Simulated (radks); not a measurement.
Results of a calculation; reference values are marked as such.
All-electron atom: neutral phosphorus in [Ne] 3s2 3p3 (the NIST ground configuration). Code: a radial shooting solver on a logarithmic mesh with Libxc functionals. Model: scalar-relativistic Kohn-Sham, r2SCAN, spin-polarised, spherical densities, finite nucleus; open shells are filled with parallel spins first; meta-GGA in the generalised Kohn-Sham scheme; Fermi nuclear charge, rms radius 3.1889 fm.

Unscreened Slater integrals over Kohn-Sham orbitals (hartree). They are taken over the spin-up orbitals.

| integral | value |
|---|---|
| F0(3p,3p) | 0.39308 |
| F2(3p,3p) | 0.19706 |
| F0(3p,3s) | 0.42818 |
| G1(3p,3s) | 0.27887 |
| F0(3p,2p) | 0.53923 |
| F2(3p,2p) | 0.077474 |
| G0(3p,2p) | 0.030183 |
| G2(3p,2p) | 0.029320 |
| F0(3p,2s) | 0.53504 |
| G1(3p,2s) | 0.023272 |
| F0(3s,3s) | 0.47429 |
| F0(3s,2p) | 0.63203 |
| G1(3s,2p) | 0.041100 |
| F0(3s,2s) | 0.62812 |
| G0(3s,2s) | 0.032882 |
| F0(2p,2p) | 1.8978 |
| F2(2p,2p) | 0.87513 |
| F0(2p,2s) | 1.8101 |
| G1(2p,2s) | 1.0774 |
| F0(2s,2s) | 1.7529 |

Derived for the open shells (J is the average intra-shell exchange parameter used in DFT+U). 3p: J = F2/5 = 0.03941 hartree.
